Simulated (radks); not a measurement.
Ionisation of the gallium ion Ga2+, [Ar] 3d10 4s1, to [Ar] 3d10 as the strength of local exchange is varied. Calculated with a radial shooting solver on a logarithmic mesh with Libxc functionals: Dirac Kohn-Sham, Slater X-alpha exchange (alpha = 2/3 is LDA exchange), no correlation, spin-unpolarised, spherical densities, finite nucleus; Fermi nuclear charge, rms radius 3.9973 fm.

alpha  E(Ga2+) (hartree)  exchange (hartree)  IE (eV)  -e of the level emptied (eV)  <r> of it (bohr)
0.667        -1937.54832           -69.49834   30.377                25.234 (4s1/2)             2.082
0.699        -1940.88550           -72.96027   30.705                25.567 (4s1/2)             2.071
0.777        -1949.04433           -81.44726   31.509                26.386 (4s1/2)             2.044
0.954        -1967.68706          -100.96073   33.355                28.280 (4s1/2)             1.987
0.986        -1971.07649          -104.52618   33.692                28.628 (4s1/2)             1.977
0.998        -1972.34902          -105.86619   33.819                28.759 (4s1/2)             1.973

NIST Atomic Spectra Database: 30.726 eV (measured). The Delta-SCF value meets it near alpha = 0.70. Spin polarisation and multiplet splitting are left out, so open shells lie too high by an amount that depends on their filling.

Beside tabulated values, note that spin-unpolarised runs miss the spin-polarisation part of the exchange energy of open shells.
